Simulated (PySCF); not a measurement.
## Exercise with solution: chemical shift, span and skew from a shielding tensor

(E)-1-bromo-2-fluoroprop-1-ene (C3H4BrF), SMILES C/C(=C\Br)F. Atoms are numbered in the order given.

```xyz
9

C      1.3744    -1.6822     0.0000
C     -0.0929    -1.4446     0.0000
F     -0.8086    -2.5877     0.0000
C     -0.7793    -0.2977     0.0000
Br     0.0253     1.4116     0.0000
H      1.6587    -2.2706     0.8880
H      1.9301    -0.7372     0.0000
H      1.6587    -2.2706    -0.8880
H     -1.8693    -0.2934     0.0000
```

Coordinates come from a B3LYP-D3(BJ)/def2-SVP optimisation.

GIAO shieldings from B3LYP/pcSseg-1 run with PySCF, non-relativistic, no solvent. The symmetric part of the tensor of F3 has the principal values 154.6, 271.7, 347.1 ppm. The same nucleus in CFCl3 has σ = 161.7 ppm at this level (PySCF, at its B3LYP-D3(BJ)/def2-TZVP geometry). Without spin–orbit terms, shifts of atoms bonded to Cl or Br come out too high.

Question: Work out the isotropic shielding, the ¹⁹F shift against CFCl3, the span and the skew.

Answer: 
σ(iso) = (σ11 + σ22 + σ33)/3 = 257.8 ppm. δ = σ(ref) − σ(iso) = 161.7 − (257.8) = -96.1 ppm.
Span Ω = σ33 − σ11 = 192.5 ppm. Skew κ = 3(σ(iso) − σ22)/Ω = -0.22. Tumbling in solution averages the tensor to δ; in a static solid the shielding alone would spread this spin-1/2 line over Ω.
